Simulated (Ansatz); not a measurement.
SbSbSbSb tetrahedron (Sb4). Charge 0, multiplicity 3. Geometry r2SCAN-D4/def2-SVP, that of the neutral singlet.

```tsv
atom	x (Å)	y (Å)	z (Å)
Sb1	0.359	1.605	0.569
Sb2	-0.973	0.099	-1.439
Sb3	-0.871	-0.870	1.230
Sb4	1.485	-0.833	-0.359
```

In the def2 sets Sb takes a core potential; there is no spin–orbit coupling. At PBE0-D4/def2-TZVP a singlet of charge 0 lies 2.96 eV below the triplet at the same geometry.

(1) Estimate the α-spin orbital energies around the gap (eV) in Ansatz with PBE-D4/def2-TZVP, r2SCAN-D4/def2-TZVP, PBE0-D4/def2-TZVP.

Answers

(1) 
```tsv
orbital	PBE-D4/def2-TZVP	r2SCAN-D4/def2-TZVP	PBE0-D4/def2-TZVP
HOMO−5	-6.58	-7.04	-7.79
HOMO−4	-6.58	-6.77	-7.41
HOMO−3	-6.43	-6.73	-7.39
HOMO−2	-5.98	-6.26	-6.84
HOMO−1	-5.61	-5.85	-6.48
HOMO	-2.59	-2.83	-3.42
LUMO	-2.35	-2.37	-1.79
LUMO+1	-2.35	-2.26	-1.72
LUMO+2	-2.11	-1.99	-1.50
LUMO+3	-2.11	-1.94	-1.45
LUMO+4	-2.02	-1.85	-1.38
LUMO+5	1.29	1.73	1.92
β HOMO	-5.46	-5.65	-6.24
β LUMO	-5.18	-5.03	-4.48
```
